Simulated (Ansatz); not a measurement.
`C[B](C)[ZnH]` + H₂ → `C[BH][ZnH]` + CH₄ at 700 K and 1 bar (hydrogenolysis of a B–C bond).

Calculated with Ansatz (gas phase, PBE0-D4/def2-TZVP geometries, no zero-point term in ΔE). CCSD(T)/CBS adds triple-zeta CCSD(T) − MP2 to the extrapolated MP2 energy (def2 sets, frozen cores). This one scheme is used for every species. For Zn outer-core shells are correlated without core-valence functions, which leaves a few kJ/mol of doubt a bond. Scalar relativity is left out up to krypton.

```
       species  CCSD(T)/CBS energy (Eh)  H − E (kJ/mol)  S (J/(mol·K))
`C[B](C)[ZnH]`              -1883.46486           293.3          477.6
            H₂                 -1.17544            46.8          155.3
  `C[BH][ZnH]`              -1844.18606           200.1          391.6
           CH₄                -40.46206           145.9          224.0
```

H − E and S are ideal-gas, rigid-rotor, harmonic terms from PBE0-D4/def2-TZVP, for one conformer and one mirror image of each species. The MP2-based limit puts H₂ 0.8 mEh under its directly extrapolated value; such offsets cancel only in part. 1 Eh = 2625.50 kJ/mol, R = 8.31446 J/(mol·K).

Q: By hand: ΔE, ΔH, ΔS and ΔG.

A: ΔE = (-1844.18606) + (-40.46206) − (-1883.46486) − (-1.17544) = -0.00782 Eh = -20.5 kJ/mol. Δ(H − E) = 200.1 + 145.9 − 293.3 − 46.8 = 5.9, so ΔH = -14.6 kJ/mol. ΔS = 391.6 + 224.0 − 477.6 − 155.3 = -17.3 J/(mol·K). ΔG = -14.6 − 700 × (-17.3)/1000 = -2.5 kJ/mol.

Q: By hand: the equilibrium constant, and the temperature at which ΔG would vanish if ΔH and ΔS stayed fixed.

A: log₁₀ K = −ΔG/(RT ln 10) = 0.2. ΔG = 0 at ΔH/ΔS = 844 K, though so small a ΔS makes that figure unsure.

TΔS isn't small against ΔH here. The sign of ΔG lies within the doubt. A doubt of 5 kJ/mol in ΔE shifts log₁₀ K by 0.4 here. Other conformers and mirror images would add mixing entropy, several J/(mol·K) or more a flexible species. Modes under 60 cm⁻¹, often nearly free rotors, make the harmonic entropy too high. These are equilibria of isolated gas molecules and say nothing of rates. Largest T1 diagnostic: 0.014 (customary marks: 0.02 for closed shells, 0.045 for open ones).
